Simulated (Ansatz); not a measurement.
`O[SiH2]/C=C/[SiH3]` + `C[AsH]C` → `C[As](C)[SiH3]` + `C=C[SiH2]O`  (ligand exchange at the Si–C bond)

Isolated molecules relaxed with PBE0-D4/def2-TZVP in Ansatz; ΔE leaves out vibrations. CCSD(T)/CBS is the MP2 limit (def2-TZVPP, def2-QZVPP) plus CCSD(T) − MP2 in def2-TZVPP, frozen cores. DFT in def2-TZVPP. B3LYP here is the variant with VWN-RPA as its local correlation; programs differ in this. For As outer-core shells are correlated without core-valence functions, which leaves a few kJ/mol of doubt a bond. Scalar relativity is left out up to krypton. One conformer a species, not always the lowest.

Question: Is it downhill or uphill in electronic energy at CCSD(T)/CBS, and by how much? (An estimate is asked.)

Answer: The calculation gave: Downhill: ΔE = -0.30 eV.

Question: What do these levels give: LDA (SPW92), B3LYP-D4, r2SCANh-D4, CAM-B3LYP-D4, ωB97X-V, BLYP, MP2/def2-SVP, CCSD(T)/def2-SVP, SCS-MP2/def2-TZVPP, CCSD/def2-TZVPP, HF/def2-QZVPP, CCSD/CBS(def2)? (Estimate.)

Answer: Ansatz gave: LDA (SPW92) -0.30, B3LYP-D4 -0.29, r2SCANh-D4 -0.30, CAM-B3LYP-D4 -0.25, ωB97X-V -0.27, BLYP -0.24, MP2/def2-SVP -0.24, CCSD(T)/def2-SVP -0.24, SCS-MP2/def2-TZVPP -0.26, CCSD/def2-TZVPP -0.26, HF/def2-QZVPP -0.18, CCSD/CBS(def2) -0.28 eV.

Question: What do rigid-rotor, harmonic-oscillator terms from PBE0-D4/def2-TZVP frequencies (298.15 K, 1 bar) make of the CCSD(T)/CBS value? (Best estimate.)

Answer: Ansatz gave: ΔZPE = +0.05 eV, ΔH = -0.23 eV, ΔS = 2 J/(mol·K), ΔG = -0.24 eV.

Largest T1 diagnostic among the species: 0.012.

At CCSD(T), def2-SVP lies +0.06 eV from the extrapolated value and def2-TZVPP +0.02 eV. In def2-TZVPP, CCSD(T) changes the Hartree–Fock value by −0.08 eV (the triples alone add −0.01 eV) and MP2 by −0.10 eV. The D4 term adds −0.05 eV with B3LYP and −0.02 eV with PBE0; it sums over pairs of atoms, weighted by their polarisabilities, and B3LYP, whose exchange is more repulsive, gets the larger term.
